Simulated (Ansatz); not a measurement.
Cost and result for the atomization energy of `OB(F)O[SiH3]` (9 atoms, 8 bonds).

```tsv
atom	x (Å)	y (Å)	z (Å)
O1	-0.525	1.636	0.397
B2	-1.181	0.488	0.083
F3	-2.515	0.473	0.033
O4	-0.508	-0.649	-0.182
Si5	1.111	-0.993	-0.213
H6	-1.113	2.376	0.564
H7	1.792	-0.155	-1.232
H8	1.228	-2.424	-0.572
H9	1.711	-0.751	1.122
```

Charge 0, multiplicity 1. Geometry: relaxed with PBE0-D4/def2-TZVP. It is one conformer, not always the lowest. Program: Ansatz. Hardware: A = 2 threads of an AMD EPYC 7R13 on a shared host; B = 2 threads of an AMD EPYC 7R13 on a shared host and a share of an NVIDIA H100 80 GB. Times are those of one run each, without the atoms' runs, and a repeat can differ threefold. Electronic energies, without spin–orbit coupling; frozen cores. CCSD(T)/CBS extrapolates def2-TZVPP and def2-QZVPP, and its time is that of the two runs behind it. T1 = 0.012. B3LYP takes the VWN-RPA correlation (the form of Gaussian; ORCA's B3LYP/G).

CCSD(T)/CBS is a level of theory with its own doubt, some kJ/mol a heavy atom from the limit and from the frozen cores, so smaller differences don't rank the functionals.

| level | functions | wall time |
| --- | --- | --- |
| PBE-D4/def2-TZVPP (with forces) [A] | 222 | 2.4 s |
| PBE0-D4/def2-TZVPP [A] | 222 | 2.7 s |
| B3LYP-D4/def2-TZVPP (with forces) [A] | 222 | 4.1 s |
| r2SCAN-D4/def2-TZVPP (with forces) [A] | 222 | 4.2 s |
| CCSD(T)/def2-TZVPP [B] | 222 | 4.3 s |
| B2PLYP/def2-TZVPP [A] | 222 | 5.5 s |
| ωB97X-V/def2-TZVPP [A] | 222 | 7 s |
| ωB97M-V/def2-TZVPP (with forces) [A] | 222 | 10 s |
| CCSD(T)/def2-QZVPP [B] | 418 | 26 s |
| CCSD(T)/CBS(def2) | – | 30 s |

(1) What atomization energy does each give, and how far from CCSD(T)/CBS? (An estimate is asked.)

## Answers

(1) The calculation gave: 
```
                                 level  atomization (kcal/mol)  difference from CCSD(T)/CBS  per bond
   PBE-D4/def2-TZVPP (with forces) [A]                   885.0                          6.3       0.8
                PBE0-D4/def2-TZVPP [A]                   867.7                        -11.0      -1.4
 B3LYP-D4/def2-TZVPP (with forces) [A]                   874.2                         -4.5      -0.6
r2SCAN-D4/def2-TZVPP (with forces) [A]                   879.9                          1.2       0.1
                CCSD(T)/def2-TZVPP [B]                   855.4                        -23.3      -2.9
                 B2PLYP/def2-TZVPP [A]                   869.7                         -9.0      -1.1
                ωB97X-V/def2-TZVPP [A]                   878.0                         -0.7      -0.1
  ωB97M-V/def2-TZVPP (with forces) [A]                   879.9                          1.2       0.1
                CCSD(T)/def2-QZVPP [B]                   869.5                         -9.2      -1.2
                     CCSD(T)/CBS(def2)                   878.7                          0.0       0.0
```

From PBE to PBE0 (25 % exact exchange), in def2-TZVPP and without D4, the atomization energy moves by −16.7 kcal/mol: exact exchange takes away binding that semilocal exchange gives to molecules. In def2-TZVPP, CCSD(T) changes the Hartree–Fock value by +197.2 kcal/mol (the triples alone add +11.5 kcal/mol) and MP2 by +222.2 kcal/mol; breaking electron pairs costs correlation energy, which Hartree–Fock lacks. The D4 term adds +6.0 kcal/mol with B3LYP and +3.1 kcal/mol with PBE0; it sums over pairs of atoms, weighted by their polarisabilities, and B3LYP, whose exchange is more repulsive, gets the larger term.
